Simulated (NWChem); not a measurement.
System: Si₂H₅F; SMILES F[SiH2][SiH3]

NWChem input:

```
start job
memory heap 200 mb stack 900 mb global 1100 mb
geometry units angstroms noautoz
  Si    -0.196719    -1.501382    -0.002778
  Si     0.506834     0.742590    -0.005944
  F     -0.816175     1.722533     0.013552
  H      1.022669    -2.386445    -0.022231
  H     -1.032997    -1.795408    -1.218088
  H     -0.999170    -1.802669     1.233379
  H      1.338771     1.050912     1.209421
  H      1.307376     1.057257    -1.240616
end
basis spherical
  Si library 3-21g
  F library 3-21g
  H library 3-21g
end
dft
  xc pbe0
  iterations 150
  mulliken
end
task dft energy
```

Output (shortened):

```
             Northwest Computational Chemistry Package (NWChem) 7.3.0
             --------------------------------------------------------

 CS  symmetry detected

                             Geometry "geometry" -> ""
                             -------------------------

 Output coordinates in angstroms (scale by  1.889725989 to convert to a.u.)

  No.       Tag          Charge          X              Y              Z
 ---- ---------------- ---------- -------------- -------------- --------------
    1 Si                  14.0000    -0.20666750    -1.52009695     0.00000000
    2 Si                  14.0000     0.55927419     0.70335544     0.00000000
    3 F                    9.0000    -0.73598719     1.71987852     0.00000000
    4 H                    1.0000     0.98767140    -2.43888652     0.00000000
    5 H                    1.0000    -1.03409288    -1.79474758    -1.22585488
    6 H                    1.0000    -1.03409288    -1.79474758     1.22585488
    7 H                    1.0000     1.38395277     0.99192809     1.22512318
    8 H                    1.0000     1.38395277     0.99192809    -1.22512318

 Effective nuclear repulsion energy (a.u.)     150.1031787134

      Symmetry information
      --------------------

 Group name             Cs
 Group number              2
 Group order               2
 No. of unique centers     6

                                 NWChem DFT Module
                                 -----------------

 Summary of "ao basis" -> "ao basis" (spherical)
 ------------------------------------------------------------------------------
       Tag                 Description            Shells   Functions and Types
 ---------------- ------------------------------  ------  ---------------------
 Si                          3-21g                   7       13   4s3p
 F                           3-21g                   5        9   3s2p
 H                           3-21g                   2        2   2s

      Symmetry analysis of basis
      --------------------------

        a'         33
        a"         12

            General Information
            -------------------
          SCF calculation type: DFT
          Wavefunction type:  closed shell.
          No. of atoms     :     8
          No. of electrons :    42
           Alpha electrons :    21
            Beta electrons :    21
          Charge           :     0
          Spin multiplicity:     1
          Use of symmetry is: on ; symmetry adaption is: on
          Maximum number of iterations: 150
          AO basis - number of functions:    45
                     number of shells:    29
          Convergence on energy requested:  1.00D-06
          Convergence on density requested:  1.00D-05
          Convergence on gradient requested:  5.00D-04

              XC Information
              --------------
                         PBE0 Method XC Functional
                     Hartree-Fock (Exact) Exchange  0.250
          PerdewBurkeErnzerhof Exchange Functional  0.750
            Perdew 1991 LDA Correlation Functional  1.000 local
           PerdewBurkeErnz. Correlation Functional  1.000 non-local

             Grid Information
             ----------------
          Grid used for XC integration:  medium
          Radial quadrature: Mura-Knowles
          Angular quadrature: Lebedev.
          Tag              B.-S. Rad. Rad. Pts. Rad. Cut. Ang. Pts.
          ---              ---------- --------- --------- ---------
          Si                  1.10       88           9.0       590
          F                   0.50       49          11.0       434
          H                   0.35       45          11.0       434
          Grid pruning is: on
          Number of quadrature shells:   360
          Spatial weights used:  Erf1

      Superposition of Atomic Density Guess
      -------------------------------------

 Sum of atomic energies:        -676.00478564

      Non-variational initial energy
      ------------------------------

 Total energy =    -676.514908
 1-e energy   =   -1238.023141
 2-e energy   =     411.405053
 HOMO         =      -0.308307
 LUMO         =       0.046856

      Symmetry analysis of molecular orbitals - initial
      -------------------------------------------------

  Numbering of irreducible representations:

     1 a'          2 a"

  Orbital symmetries:

     1 a'          2 a'          3 a'          4 a'          5 a'
     6 a"          7 a'          8 a'          9 a'         10 a"
    11 a'         12 a'         13 a'         14 a'         15 a"
    16 a'         17 a'         18 a"         19 a'         20 a"
    21 a'         22 a'         23 a"         24 a'         25 a'
    26 a'         27 a'         28 a"         29 a'         30 a"
    31 a'

     ---------------------------------------------
      Total Density - Mulliken Population Analysis
     ---------------------------------------------

    Atom       Charge   Shell Charges
 -----------   ------   -------------------------------------------------------
    1 Si  14    13.83   2.00  1.98  5.87  0.70  1.49  0.76  1.04
    2 Si  14    13.01   2.00  1.98  5.86  0.69  1.23  0.60  0.65
    3 F    9     9.64   1.98  0.45  2.62  1.51  3.07
    4 H    1     1.07   0.39  0.69
    5 H    1     1.08   0.39  0.69
    6 H    1     1.08   0.39  0.69
    7 H    1     1.14   0.40  0.74
    8 H    1     1.14   0.40  0.74

   convergence    iter        energy       DeltaE   RMS-Dens  Diis-err
 ---------------- ----- ----------------- --------- --------- ---------
 d= 0,ls=0.0,diis     1   -677.8160330144 -8.28D+02  3.56D-02  4.89D-01
 d= 0,ls=0.0,diis     2   -677.7889683072  2.71D-02  1.95D-02  1.06D+00
 d= 0,ls=0.0,diis     3   -677.8807791837 -9.18D-02  2.09D-03  8.29D-03
 d= 0,ls=0.0,diis     4   -677.8814227294 -6.44D-04  6.92D-04  8.14D-04
 d= 0,ls=0.0,diis     5   -677.8815806759 -1.58D-04  9.53D-05  9.76D-06
  Resetting Diis
 d= 0,ls=0.0,diis     6   -677.8815821416 -1.47D-06  1.57D-05  2.70D-07
 d= 0,ls=0.0,diis     7   -677.8815821834 -4.19D-08  5.28D-06  9.94D-09

         Total DFT energy =     -677.881582183415
      One electron energy =    -1239.512462855992
           Coulomb energy =      465.210961755553
    Exchange-Corr. energy =      -53.683259796354
 Nuclear repulsion energy =      150.103178713378

 Numeric. integr. density =       41.999996284956

                  Occupations of the irreducible representations
                  ----------------------------------------------

                     irrep           alpha         beta
                     --------     --------     --------
                     a'               16.0         16.0
                     a"                5.0          5.0

                       DFT Final Molecular Orbital Analysis
                       ------------------------------------

 Vector   19  Occ=2.000000D+00  E=-3.734092D-01  Symmetry=a'
              MO Center=  1.1D-01, -1.9D+00,  3.0D-11, r^2= 2.6D+00
   Bfn.  Coefficient  Atom+Function         Bfn.  Coefficient  Atom+Function
  ----- ------------  ---------------      ----- ------------  ---------------
    37      0.357934  4 H  s                  7      0.326092  1 Si px
    36      0.241222  4 H  s                 39     -0.178366  5 H  s
    41     -0.178366  6 H  s                  3     -0.169398  1 Si px
    11      0.148327  1 Si px                38     -0.123160  5 H  s
    40     -0.123160  6 H  s                  8     -0.101170  1 Si py

 Vector   20  Occ=2.000000D+00  E=-3.458365D-01  Symmetry=a"
              MO Center=  4.3D-01,  9.0D-01, -2.7D-16, r^2= 3.6D+00
   Bfn.  Coefficient  Atom+Function         Bfn.  Coefficient  Atom+Function
  ----- ------------  ---------------      ----- ------------  ---------------
    43     -0.378526  7 H  s                 45      0.378526  8 H  s
    35      0.348249  3 F  pz                31      0.309540  3 F  pz
    22     -0.242452  2 Si pz                42     -0.179224  7 H  s
    44      0.179224  8 H  s                 39     -0.157234  5 H  s
    41      0.157234  6 H  s                 18      0.119547  2 Si pz

 Vector   21  Occ=2.000000D+00  E=-3.096075D-01  Symmetry=a'
              MO Center=  6.6D-02, -1.1D-01,  3.7D-15, r^2= 3.7D+00
   Bfn.  Coefficient  Atom+Function         Bfn.  Coefficient  Atom+Function
  ----- ------------  ---------------      ----- ------------  ---------------
     8      0.326385  1 Si py                21     -0.272298  2 Si py
    34      0.255482  3 F  py                12      0.225188  1 Si py
    30      0.219735  3 F  py                10      0.215361  1 Si s
    43     -0.199737  7 H  s                 45     -0.199737  8 H  s
    37     -0.164565  4 H  s                  4     -0.156609  1 Si py

 Vector   22  Occ=0.000000D+00  E=-2.311377D-03  Symmetry=a'
              MO Center=  2.1D-01,  7.6D-03,  3.0D-15, r^2= 4.7D+00
   Bfn.  Coefficient  Atom+Function         Bfn.  Coefficient  Atom+Function
  ----- ------------  ---------------      ----- ------------  ---------------
    25      0.654827  2 Si py                37      0.570694  4 H  s
    12      0.517101  1 Si py                10      0.481981  1 Si s
    24     -0.475080  2 Si px                11     -0.430180  1 Si px
    23     -0.423830  2 Si s                 32     -0.402407  3 F  s
    39     -0.331082  5 H  s                 41     -0.331082  6 H  s

 Vector   23  Occ=0.000000D+00  E= 3.516806D-02  Symmetry=a"
              MO Center=  8.5D-02, -8.6D-01, -1.2D-14, r^2= 4.7D+00
   Bfn.  Coefficient  Atom+Function         Bfn.  Coefficient  Atom+Function
  ----- ------------  ---------------      ----- ------------  ---------------
    13      1.056002  1 Si pz                39      0.831122  5 H  s
    41     -0.831122  6 H  s                 43     -0.471851  7 H  s
    45      0.471851  8 H  s                 26      0.437321  2 Si pz
     9      0.215536  1 Si pz                22      0.180707  2 Si pz
    38      0.112662  5 H  s                 40     -0.112662  6 H  s

 Vector   24  Occ=0.000000D+00  E= 3.866425D-02  Symmetry=a'
              MO Center=  5.7D-02, -7.4D-01,  1.2D-14, r^2= 5.3D+00
   Bfn.  Coefficient  Atom+Function         Bfn.  Coefficient  Atom+Function
  ----- ------------  ---------------      ----- ------------  ---------------
    23      1.398533  2 Si s                 12     -1.250828  1 Si py
    10     -1.001704  1 Si s                 25     -0.907285  2 Si py
    11     -0.542199  1 Si px                24     -0.509342  2 Si px
    21     -0.235972  2 Si py                19      0.228625  2 Si s
    15     -0.214030  2 Si s                 34      0.199561  3 F  py

     ---------------------------------------------
      Total Density - Mulliken Population Analysis
     ---------------------------------------------

    Atom       Charge   Shell Charges
 -----------   ------   -------------------------------------------------------
    1 Si  14    13.89   2.00  1.97  5.86  0.71  1.75  0.74  0.86
    2 Si  14    13.27   2.00  1.97  5.85  0.76  1.61  0.53  0.54
    3 F    9     9.38   1.98  0.44  2.47  1.54  2.94
    4 H    1     1.07   0.41  0.65
    5 H    1     1.06   0.42  0.64
    6 H    1     1.06   0.42  0.64
    7 H    1     1.14   0.42  0.71
    8 H    1     1.14   0.42  0.71

     -------------------------------------------
      Total Density - Lowdin Population Analysis
     -------------------------------------------

    Atom       Charge   Shell Charges
 -----------   ------   -------------------------------------------------------
    1 Si  14    13.91   2.00  1.96  5.79  0.62  1.64  0.55  1.35
    2 Si  14    13.48   2.00  1.95  5.79  0.64  1.53  0.52  1.06
    3 F    9     9.30   1.98  0.61  2.47  1.24  3.00
    4 H    1     1.04   0.42  0.62
    5 H    1     1.04   0.42  0.62
    6 H    1     1.04   0.42  0.62
    7 H    1     1.09   0.44  0.65
    8 H    1     1.09   0.44  0.65

     Multipole analysis of the density
     ---------------------------------

     L   x y z        total         alpha         beta         nuclear
     -   - - -        -----         -----         ----         -------
     0   0 0 0     -0.000000    -21.000000    -21.000000     42.000000

     1   1 0 0      0.439249      0.219625      0.219625      0.000000
     1   0 1 0     -0.373720     -0.186860     -0.186860     -0.000000
     1   0 0 1      0.000000      0.000000      0.000000      0.000000

     2   2 0 0    -26.706029    -43.344460    -43.344460     59.982891
     2   1 1 0      1.281686     -3.933090     -3.933090      9.147866
     2   1 0 1     -0.000000     -0.000000     -0.000000      0.000000
     2   0 2 0    -28.540167   -157.569283   -157.569283    286.598399
     2   0 1 1     -0.000000     -0.000000     -0.000000      0.000000
     2   0 0 2    -26.279897    -23.866165    -23.866165     21.452433
```

Level: PBE0/3-21G. All runs use the structure optimised with PBE-D3(BJ)/def2-SVP.
